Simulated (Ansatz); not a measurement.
ZrIF₃. Charge 0, multiplicity 1. Geometry PBE0-D4/def2-SVP; atoms count from 1.

```xyz
5

Zr   -0.129   -0.089    0.019
I     2.089    1.441   -0.306
F    -1.416    0.362   -1.285
F    -0.861    0.199    1.733
F     0.318   -1.913   -0.162
```

In the def2 sets I, Zr take a core potential; there is no spin–orbit coupling.

Question: Estimate the Mulliken populations from the PBE0/def2-TZVP orbitals of Ansatz.

Answer: 
| atom | charge (e) | d electrons |
| --- | --- | --- |
| Zr1 | 1.63 | 1.75 |
| I2 | -0.34 | – |
| F3 | -0.43 | – |
| F4 | -0.43 | – |
| F5 | -0.43 | – |
Mulliken values depend strongly on the basis.

Question: And the Mayer bond orders between heavy atoms (over 0.3)?

Answer: Zr1–I2 1.08 (2.71 Å); Zr1–F3 0.94 (1.89 Å); Zr1–F4 0.94 (1.89 Å); Zr1–F5 0.94 (1.89 Å).
